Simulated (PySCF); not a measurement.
Electrostatic solvation of a mixed set.

Level: PBE0/pcSseg-1 in PySCF, non-relativistic, each on one gas-phase PBE0-D3(BJ)/def2-SVP geometry that isn't relaxed in the solvent. The solvent is an IEF-PCM continuum (cavity from Bondi-type radii × 1.2). Specific hydrogen bonds and non-electrostatic terms are outside this model.

Question: Order them by E(solvent) − E(gas) in cyclohexane (ε = 2.017), most negative first (kcal/mol).
A. `[SiH3:1][P:2]([SiH3:3])[SiH2:4][CH2:5][Cl:6]` with Si1–P2–Si4–C5 -78°, P2–Si4–C5–Cl6 62°
B. ethynylaluminium (`C#[C][Al]`) [singlet]
C. `[CH2:1]=[CH:2][CH2:3][P@:4](=[O:5])([CH2:6][CH3:7])[CH2:8][S:9][CH3:10]` with C1–C2–C3–P4 119°, C2–C3–P4–O5 58°, C3–P4–C6–C7 -57°, C3–P4–C8–S9 172°, P4–C8–S9–C10 71°

Answer: C (-4.1), B (-2.0), A (-1.2).

```tsv
SMILES	charge	ΔE (kcal/mol)	polarisation term (kcal/mol)	HOMO shift (eV)	dipole gas (D)	dipole solvent (D)	atoms
C=CC[P@](=O)(CC)CSC	0	-4.1	-4.3	-0.01	2.95	3.42	25
C#[C][Al]	0	-2.0	-2.1	+0.12	0.96	0.98	4
[SiH3]P([SiH3])[SiH2]CCl	0	-1.2	-1.2	+0.04	1.61	1.87	16
```

The polarisation term is half the interaction of the solute with the induced surface charges.
